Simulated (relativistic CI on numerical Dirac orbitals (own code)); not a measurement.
**Sensitivity of the levels of Ir LI to α and to the nuclear radius**

Method of calculation: Dirac-Coulomb-Breit CI, KLI orbitals optimised for each configuration, derivatives by finite differences, unscaled Slater integrals, QED left out (own radial code, finite nucleus).

Configurations in the expansion (outside the closed core [Ne]): 3s²3p⁶3d⁹, 3s²3p⁵3d¹⁰, 3s3p⁶3d¹⁰, 3s²3p⁶3d⁸4s, 3s²3p⁶3d⁸4p, 3s²3p⁴3d¹⁰4s, 3s²3p⁶3d⁸4d, 3s²3p⁴3d¹⁰4p. Levels of other configurations are missing.

With x = (α/α₀)² − 1 an excitation energy changes as ω = ω₀ + qx; K = 2q/ω₀ is the relative enhancement. Terms are leading LS components, so labels can repeat. The field-shift factor is F = δν/δ⟨r²⟩ for the transition from the lowest level.

Lowest level 3s²3p⁶3d⁹ ²D5/2.

```tsv
Level	ω₀ (cm⁻¹)	q (cm⁻¹)	K	F (GHz/fm²)
3s²3p⁶3d⁹ ²D3/2	651284	660900	2.03	20
3s²3p⁵3d¹⁰ ²P°3/2	3929396	822300	0.419	53.8
3s²3p⁵3d¹⁰ ²P°1/2	6966746	4.615e+06	1.32	-573
3s3p⁶3d¹⁰ ²S1/2	9057911	5.043e+06	1.11	-9370
3s²3p⁶3d⁸4s ⁴F9/2	14380259	-2.003e+06	-0.279	3450
3s²3p⁶3d⁸4s ²F7/2	14406307	-1.999e+06	-0.278	3450
3s²3p⁶3d⁸4s ²D5/2	14464550	-2e+06	-0.277	3450
3s²3p⁶3d⁸4s ²D3/2	14477180	-1.996e+06	-0.276	3450
3s²3p⁶3d⁸4s ²S1/2	14637425	-1.977e+06	-0.27	3450
3s²3p⁶3d⁸4s ⁴F7/2	15024217	-1.337e+06	-0.178	3470
3s²3p⁶3d⁸4s ⁴F5/2	15031057	-1.334e+06	-0.177	3470
3s²3p⁶3d⁸4s ⁴P5/2	15106116	-1.332e+06	-0.176	3470
3s²3p⁶3d⁸4s ⁴P3/2	15112630	-1.329e+06	-0.176	3470
```

At this charge energies of transitions that change n are usually good to better than 1 %, and those within a shell (Δn = 0) to a few per cent.
